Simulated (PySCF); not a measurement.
**Magnetic susceptibility: (MgO)6 ring**

Cartesian coordinates in Å; atom numbers follow the order of the lines, from 1:
```xyz
12

Mg    0.376    3.100    1.311
O    -1.008    3.198    0.255
Mg   -2.138    2.469   -0.856
O    -2.686    1.060   -1.727
Mg   -2.528   -0.623   -2.158
O    -1.648   -2.120   -1.994
Mg   -0.363   -3.083   -1.311
O     1.012   -3.221   -0.244
Mg    2.129   -2.494    0.882
O     2.664   -1.060    1.720
Mg    2.523    0.629    2.134
O     1.669    2.145    1.988
```

Computed, not measured: GIAO PBE0/def2-SVP magnetisability, rotational g tensor and spin-rotation constants, non-relativistic, gas phase in PySCF. Geometry: GFN2-xTB.

(1) How diamagnetic is it, and how anisotropic?

(2) Split it along the inertial axes a, b, c into diamagnetic and paramagnetic parts about the centre of mass, with the quadrupole moment.

(3) And the rotational g tensor?

Results:

(1) Isotropic -2124 × 10⁻³⁰ J/T², or -127.9 × 10⁻⁶ cm³/mol; principal values -2202, -2201, -1970 × 10⁻³⁰ J/T², anisotropy 231 × 10⁻³⁰ J/T² (root of half the summed squared differences of the principal values). The susceptibility is in cgs units.

(2) 
| axis | χ (10⁻⁶ cm³/mol) | diamagnetic (10⁻⁶ cm³/mol) | paramagnetic (10⁻⁶ cm³/mol) | summed x² of all electrons (Å²) | quadrupole Θ (D Å) |
| --- | --- | --- | --- | --- | --- |
| a | -132.6 | -3012.6 | 2880.0 | 699.2 | +5.00 |
| b | -132.6 | -3036.0 | 2903.5 | 693.7 | +5.57 |
| c | -118.7 | -5909.3 | 5790.7 | 16.4 | -10.57 |

Anisotropies 2χaa − χbb − χcc = -14.0 and 2χbb − χaa − χcc = -13.8 × 10⁻⁶ cm³/mol. Θ is traceless in Buckingham's convention.

(3) 
| axis | rotational constant (GHz) | g | nuclear part | electronic part |
| --- | --- | --- | --- | --- |
| a | 0.3720 | +0.0005 | 0.5039 | -0.5034 |
| b | 0.3691 | +0.0005 | 0.5039 | -0.5034 |
| c | 0.1853 | -0.0001 | 0.5039 | -0.5040 |

Asymmetric top; isotopes 24Mg, 16O; no vibrational averaging.
